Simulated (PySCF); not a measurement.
Identify the unknown among the candidates.

All candidates are C4H9NSSi2.

- Triplet: lowest triplet excitation (Tamm–Dancoff): 3.58 eV [TDA wB97X-D/def2-SVPD]
- UV, first state: lowest singlet excitation: 4.86 eV (255 nm, f = 0.002) [TDDFT wB97X-D/def2-SVPD]
- 13C NMR: chemical shifts (computed TMS as zero) by class: 163.5 (1 C), 131.3 (1 C), 120.7 (1 C), 108.9 (1 C) ppm [GIAO PBE0/pcSseg-1]
- NMR, other nuclei: isotropic shieldings of nuclei other than C and H, by class: 214 (1 N), 399 (2 Si), 313 (1 S) ppm [GIAO PBE0/pcSseg-1]
- 1H NMR: chemical shifts (computed TMS as zero) by class: 7.04 (1 H), 6.52 (1 H), 6.22 (1 H), 4.90 (6 H) ppm [GIAO PBE0/pcSseg-1]
- UV, strongest line: among the 8 lowest singlet transitions: S2 at 5.11 eV (242 nm, f = 0.204) [TDDFT wB97X-D/def2-SVPD]
- Polarisability: 121.5 au [wB97X-D/def2-SVPD]
- Rotational structure: rotational constants A, B, C: 1.979, 0.995, 0.674 GHz [GFN2-xTB]
- Dipole: 0.81 D [wB97X-D/def2-SVPD]

Electronic properties: PySCF, gas phase, density fitting. Levels stand in brackets. Geometry: GFN2-xTB; no solvent, vibrations or thermal averaging. Each NMR value is the plain mean over a class of atoms that symmetry, rotation or inversion makes alike.

Question: Which candidate is it?
A. `CS[C@@H]1[SiH2]C[Si@H]1C#N`
B. `[SiH3]N([SiH3])c1cccs1`
C. `N#C[C@H]1C[Si@H](S[SiH3])C1`

Answer: B. It is `[SiH3]N([SiH3])c1cccs1`. Numbering: `[SiH3:1][N:2]([SiH3:3])[c:4]1[cH:5][cH:6][cH:7][s:8]1`. Its formula, C4H9NSSi2, gives 3 degrees of unsaturation: 1 ring and 2 π bonds in the structure found (Kekulé form). 4 carbons fall into 4 classes; from least to most shielded: aromatic carbon bearing nitrogen [C4] (163.5 ppm), aromatic CH carbon [C6] (131.3 ppm), aromatic CH next to a ring sulfur [C7] (120.7 ppm), aromatic CH carbon [C5] (108.9 ppm). Hydrogen classes from least to most shielded: 1 H on an aromatic CH carbon, C6 (7.04 ppm), 1 H on an aromatic CH next to a ring sulfur, C7 (6.52 ppm), 1 H on an aromatic CH carbon, C5 (6.22 ppm), 6 H on 2 SiH3 silicons, Si1/Si3 (4.90 ppm). The other shieldings belong to: 214 ppm, nitrogen bridging silicon atoms [N2]; 399 ppm, SiH3 silicon [Si1/Si3]; 313 ppm, thiophene-type sulfur [S8]. By its constants the optimised geometry is an asymmetric top.

The others, at the same levels:
- `N#C[C@H]1C[Si@H](S[SiH3])C1` fails: it has 3 carbon classes against 4; its computed 13C shifts are 129.5 (1 C), 27.1 (2 C), 18.6 (1 C) ppm, 1H shifts are 5.77 (1 H), 4.64 (3 H), 3.13 (1 H), 2.17 (2 H), 1.97 (2 H) ppm and rotational constant A is 3.531 GHz (against 1.979 GHz).
- `CS[C@@H]1[SiH2]C[Si@H]1C#N` fails: its computed 13C shifts are 125.2 (1 C), 27.5 (1 C), 26.2 (1 C), -2.8 (1 C) ppm, 1H shifts are 5.25 (1 H), 4.91 (1 H), 4.62 (1 H), 2.27 (1 H), 2.01 (3 H), 0.99 (1 H), 0.97 (1 H) ppm and rotational constant A is 1.812 GHz (against 1.979 GHz).

Each candidate is one conformer, not necessarily the lowest. The conformers computed, where there is a choice (atom-mapped SMILES and torsion angles):
- `[SiH3:1][N:2]([SiH3:3])[c:4]1[cH:5][cH:6][cH:7][s:8]1`: Si1–N2–C4–C5 6°
- `[N:1]#[C:2][C@H:3]1[CH2:4][Si@H:5]([S:6][SiH3:7])[CH2:8]1`: C4–Si5–S6–Si7 -171°
- `[CH3:1][S:2][C@@H:3]1[SiH2:4][CH2:5][Si@H:6]1[C:7]#[N:8]`: C1–S2–C3–Si4 -74°
